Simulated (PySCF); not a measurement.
CH₃GeIO, neutral, multiplicity 1. Atoms are numbered in the order given.

```xyz
7

Ge     0.9435    -1.0800     0.0000
I     -0.1606     1.3148     0.0000
O     -0.4655    -2.1557     0.0000
C     -1.8679    -1.9959     0.0000
H     -2.1629    -0.9329     0.0000
H     -2.2910    -2.4847     0.8935
H     -2.2910    -2.4847    -0.8935
```

Geometry optimised at B3LYP-D3(BJ)/def2-SVP. The structure was generated by enumeration; whether it is a known compound was not checked. The def2 effective core potentials stand for the cores of I; spin–orbit coupling is left out. The values are those of a single conformer.

The numbers are results of M06-2X/def2-TZVP in PySCF, not measurements.

Symmetry labels are those of the subgroup Cs that the program uses (full group Cs).

Computed valence orbital energies around the gap with their symmetry:
| orbital | symmetry | energy (eV) |
|---|---|---|
| HOMO−7 | A" | -14.45 |
| HOMO−6 | A' | -14.43 |
| HOMO−5 | A' | -12.62 |
| HOMO−4 | A" | -10.43 |
| HOMO−3 | A' | -10.38 |
| HOMO−2 | A' | -8.78 |
| HOMO−1 | A" | -8.72 |
| HOMO | A' | -8.33 |
| LUMO | A" | -1.67 |
| LUMO+1 | A' | 0.10 |
| LUMO+2 | A' | 1.17 |
| LUMO+3 | A' | 2.43 |
